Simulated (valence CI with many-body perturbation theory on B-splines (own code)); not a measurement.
**Which ion has this spectrum?**

A relativistic CI+MBPT calculation for an atom or ion with 13 electrons gives these levels (eV):

| J | Parity | E | g |
| --- | --- | --- | --- |
| 1/2 | odd | 0.000 | 0.66 |
| 3/2 | odd | 2.852 | 1.33 |
| 1/2 | even | 30.001 | 2.66 |
| 3/2 | even | 31.194 | 1.73 |
| 5/2 | even | 32.619 | 1.59 |
| 3/2 | even | 40.019 | 0.81 |
| 5/2 | even | 40.399 | 1.21 |
| 1/2 | even | 48.500 | 1.64 |
| 1/2 | even | 51.835 | 1.03 |
| 3/2 | even | 52.942 | 1.33 |
| 3/2 | even | 62.773 | 0.80 |
| 5/2 | even | 63.091 | 1.20 |
| 3/2 | odd | 76.761 | 0.89 |
| 5/2 | odd | 77.417 | 1.20 |

The energies are calculated, with errors of perhaps 300 cm⁻¹, more in some levels.

Problem. Which is it?
A. Mn12+
B. Cu16+
C. Co14+
D. Cr11+

Solution. C. Co14+, ground level 3s2 3p 2P°_1/2.
